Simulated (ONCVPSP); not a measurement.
# Before and after: ONCV potential for titanium (Ti)

```
Element                 : titanium (Ti)
Generator               : ONCVPSP 4.0.1
Type                    : optimised norm-conserving Vanderbilt (ONCV)
Functional              : revPBE
Relativity              : scalar-relativistic
Frozen core             : [Ne]
Valence charge          : 12
Reference configuration : 3s2 3p6 3d2 4s2
Partial waves           : 3s+4s: rc 1.60 bohr, ncon 4, nbas 8, qcut 9.3 1/bohr, 2 projectors; 3p: rc 0.95 bohr, ncon 4, nbas 7, qcut 9.6 1/bohr, 2 projectors, debl 2 Ha; 3d: rc 2.25 bohr, ncon 4, nbas 9, qcut 5.6 1/bohr, 2 projectors, debl 3.2 Ha
Local potential         : polynomial inside 0.90 bohr (lpopt 5, dvloc0 0 Ha)
Core correction         : Teter function, parameters optimised by the program
```

Change: local potential polynomial inside 0.90 bohr (lpopt 5, dvloc0 2 Ha).

Cutoffs: the cutoffs (Ha) at which the residual kinetic energy of the hardest occupied pseudo-wave falls to 1 and 0.1 mHa per electron; they do not see the model core or the augmentation charge, which bear on the density cutoff. Errors are all-electron minus pseudo energies relative to the spin-unpolarised reference configuration.

Problem. Predict the effect on cutoff, ghosts and configuration errors.

Solution. The potential gets neither clearly harder nor softer (38 Ha and 68 Ha → 38 Ha and 68 Ha); of the 4 tests that both files solve, the error grows in 1 and shrinks in 0 by more than 15 % and 0.3 meV (median size 15.7 → 15.9 meV); the range in which the d phases agree narrows (upper end 4.3 → 1.1); neither file shows a bound ghost.

```csv
quantity,base,changed
"cutoff, loose",38 Ha,38 Ha
"cutoff, tight",68 Ha,68 Ha
bound ghosts,none,none
GHOST(+) flags under 300 eV,none,none
"error for 3s2 3p6 3d2 4s1, meV [ΔE 7.28 eV]",+0.5,+0.4
"error for 3s2 3p6 3d2 4s0, meV [ΔE 20.71 eV]",-4.5,-5.3
"error for 3s2 3p6 3d1 4s0, meV [ΔE 47.57 eV]",+233,+229
"error for 3s2 3p6 3d2.5 4s1.5, meV [ΔE 0.36 eV]",+27,+26
s: phases at 1.62 bohr within 0.05 rad from the reference energy up to (Ha; the scan ends near 5),to the end of the scan,to the end of the scan
p: phases at 0.96 bohr within 0.05 rad from the reference energy up to (Ha; the scan ends near 5),to the end of the scan,to the end of the scan
d: phases at 2.28 bohr within 0.05 rad from the reference energy up to (Ha; the scan ends near 5),4.3,1.1
"rms error of d²Exc/dni dnj with the model core, mHa",1.62,1.62
```
